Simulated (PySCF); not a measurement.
Property card for `Bc1ccccc(OC)c1=O`

Compound: C8H9BO2.
Structure used (PBE0-D3(BJ)/def2-SVP), in Å, numbered top down from 1:
```
atom  x, y, z in Å
B1     2.710   -1.713    0.466
C2     1.696   -0.620    0.057
C3     2.089    0.695    0.210
C4     1.364    1.903    0.056
C5     0.007    2.030   -0.087
C6    -0.997    1.028   -0.140
C7    -0.857   -0.334   -0.257
O8    -1.890   -1.165   -0.272
C9    -3.194   -0.688   -0.071
C10    0.414   -1.097   -0.493
O11    0.341   -2.158   -1.080
H12    2.367   -2.857    0.623
H13    3.852   -1.384    0.703
H14    3.138    0.826    0.499
H15    1.942    2.829    0.125
H16   -0.377    3.055   -0.124
H17   -2.019    1.411   -0.115
H18   -3.509   -0.021   -0.892
H19   -3.846   -1.569   -0.056
H20   -3.285   -0.149    0.887
```

Among its groups: three-coordinate boron.

PBE0-D3(BJ)/def2-SVP geometry optimisation, gas phase (PySCF):

* Point group: C1
* Rotational constants A, B, C: 1.628, 1.019, 0.659 GHz

From CAM-B3LYP/def2-SVPD ground state and vertical TDDFT (core frozen in the response) (PySCF):

* Dipole moment: 5.75 D
* HOMO energy: -7.79 eV
* LUMO energy: -1.63 eV
* HOMO–LUMO gap: 6.16 eV
* Lowest singlet excitation: 3.51 eV (353 nm, f = 0.190)
* Strongest line among the 10 lowest singlet transitions: S6 at 5.49 eV (226 nm, f = 0.280)
* Lowest triplet excitation (Tamm–Dancoff): 2.22 eV
* Static isotropic polarisability: 126.3 au
* Electronic spatial extent ⟨r²⟩ about the centre of nuclear charge: 1734 bohr²

PBE0/pcSseg-1 ground state and GIAO shieldings, non-relativistic (PySCF):

* Lowest Hirshfeld atomic charge: -0.24 e on O11
* Highest Hirshfeld atomic charge: +0.12 e on B1/C10
* 13C chemical shifts (computed TMS as zero) by class: 185.3 (C10), 176.9 (C7), 160.4 (C3), 154.1 (C2), 145.2 (C5), 129.6 (C4), 109.1 (C6), 54.7 (C9) ppm
* 1H chemical shifts (computed TMS as zero) by class: 7.87 (H14), 7.07 (H16), 6.99 (H12/H13), 6.76 (H15), 5.97 (H17), 3.72 (H18/H19/H20) ppm
* Isotropic shieldings of nuclei other than C and H, by class: 25 (B1), -329 (O11), 187 (O8) ppm
* Mayer bond orders between heavy atoms: B1–C2 1.02, C2–C3 1.58, C3–C4 1.29, C4–C5 1.59, C5–C6 1.32, C6–C7 1.49, C7–O8 1.13, O8–C9 0.90, C7–C10 0.94, C10–O11 1.99, C10–C2 1.01

From B3LYP/pcJ-1 indirect spin-spin coupling, non-relativistic, gas phase; spin–dipole term left out for some pairs (PySCF):

* Largest of the computed one-bond spin–spin couplings (means over like bonds): 13C–1H +167.8 (C4–H15), 13C–1H +164.5 (C3–H14), 13C–1H +162.6 (C5–H16), 13C–1H +158.8 (C6–H17), 13C–1H +150.5 (C9–H18 and 2 like it), 11B–1H +139.7 (B1–H12 and 1 like it), 13C–11B +67.1 (C2–B1) Hz

Monoisotopic mass (most abundant isotopes): 148.0696 u.

A dipole of 5.75 D is allowed in C1, and pure rotational transitions are dipole-allowed. The polarisability is 18.71 Å³ as a volume (1 au = 0.148185 Å³), or 1.62 au for each of the 78 electrons. In atomic units the dipole is 2.26 e·bohr (1 au = 2.5417 D). The largest Löwdin shares of the LUMO are 0.16 on B1, 0.16 on C5, 0.14 on C2 and 0.13 on C3. The vertical singlet–triplet gap S1 − T1 is 1.29 eV (TDDFT singlet less Tamm–Dancoff triplet; S1: HOMO→LUMO, weight 0.95; T1: HOMO→LUMO, weight 0.91). In wavenumbers S1 is 28300 cm⁻¹ (1 eV = 8065.54 cm⁻¹). The rotational constants make it an asymmetric top with κ = (2B − A − C)/(A − C) = -0.26, nearer the prolate limit (−1).

 NMR classes are plain means over equivalent atoms (diastereotopic ones count apart unless rotation or inversion swaps them), as if these changed places fast; in this geometry the members of some classes differ.

For the TDDFT job (CAM-B3LYP/def2-SVPD), time: 65 s wall, 2.4 min CPU; peak memory 1.9 GiB. Hardware: an Intel Xeon Platinum 8488C with 2 threads, on a shared host.

One conformer stands for the species.
